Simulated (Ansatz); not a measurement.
W₂O₆, relaxed as a singlet with RKS PBE-D4/def2-SVP in Ansatz, starting from the GFN1-xTB geometry. Force threshold 0.02 eV/Å.

In the def2 sets W takes a core potential; there is no spin–orbit coupling. The structure comes from a short search, and lower isomers may exist.

Start:

```csv
atom,x (Å),y (Å),z (Å)
W1,-1.222,0.015,0.209
W2,1.369,-0.214,-0.566
O3,2.558,-1.411,-0.607
O4,-0.301,-0.132,-1.395
O5,-2.325,1.296,0.206
O6,0.457,0.509,1.095
O7,-1.784,-1.474,0.783
O8,1.248,1.411,0.275
```

| step | energy (eV) | largest force component (eV/Å) | SCF passes |
| --- | --- | --- | --- |
| 1 | -15917.8177 | 3.698 | 29 |
| 2 | -15918.6840 | 1.879 | 31 |
| 3 | -15918.8796 | 1.813 | 30 |
| 4 | -15919.7506 | 3.156 | 38 |
| 5 | -15921.0824 | 3.455 | 39 |
| 6 | -15922.3006 | 2.290 | 36 |
| 7 | -15923.2362 | 1.577 | 35 |
| 8 | -15923.7764 | 1.075 | 35 |
| 9 | -15923.9184 | 0.240 | 35 |
| 10 | -15923.9299 | 0.046 | 28 |
| 11 | -15923.9304 | 0.020 | 23 |
| 12 (rejected) | -15923.9290 | 0.052 | 23 |
| 13 | -15923.9304 | 0.020 | 23 |

Force components are those of the run's own axes.

End:

```xyz
8

W    -1.419   -0.137    0.286
W     1.419    0.134   -0.286
O     2.543   -1.167   -0.413
O    -0.245   -0.094   -1.261
O    -2.532    1.175    0.410
O     0.246    0.084    1.262
O    -2.248   -1.625    0.553
O     2.236    1.630   -0.551
```

Bonds lost: O6–O8 (atoms count from 1). The end is the same structure that another start reached, the lowest one found.

The force fell under the threshold at step 11, but the optimiser went on. No frequencies were taken in this run, so the end may be a saddle point.

Hardware: 4 threads of Intel Xeon 6975P-C on a shared host. Wall time 12 s.
